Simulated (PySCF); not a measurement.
Se, triplet. Base run: M062X/pcseg-1 (PySCF).

Input for PySCF:
```python
from pyscf import gto, scf, dft

mol = gto.Mole()
mol.atom = '''
    Se    0.00000000    0.00000000    0.00000000
'''
mol.basis = 'pcseg-1'
mol.spin = 2
mol.verbose = 5
mol.build()

mf = dft.UKS(mol)
mf.xc = 'm062x'
mf.kernel()
```

Variants of this job, named by their change:

| change | E (Eh) | HOMO (eV) | <S^2> | outcome |
|---|---|---|---|---|
| base | -2401.25194 | -7.92 | 2.004 | converged |
| functional = bp86 | -2401.49502 | -5.71 | 2.001 | converged |
| functional = lda,vwn | - | - | - | not converged |
| functional = m06l | -2401.11778 | -5.78 | 2.003 | converged |
| functional = pw6b95 | -2402.30043 | -6.79 | 2.002 | converged |
| functional = o3lyp | -2401.73266 | -5.97 | 2.002 | converged |
| functional = tpssh | -2401.14348 | -6.19 | 2.002 | converged |
| functional = pbe0; dispersion = d3zero | -2400.92905 | -6.77 | 2.002 | converged |
| functional = pbe0 | -2400.92905 | -6.77 | 2.002 | converged |
| functional = b97-1 | -2401.08315 | -6.49 | 2.002 | converged |
| functional = b97m_v | -2400.76008 | -5.86 | 2.003 | converged |
| functional = r2scan | -2401.19900 | -5.90 | 2.003 | converged |
| functional = blyp | - | - | - | not converged |

Absolute energies of different levels of theory aren't comparable as measures of quality.

Open shells are given as the SCF converged; they aren't shown to be the lowest states, and a large step between rows can be another state.
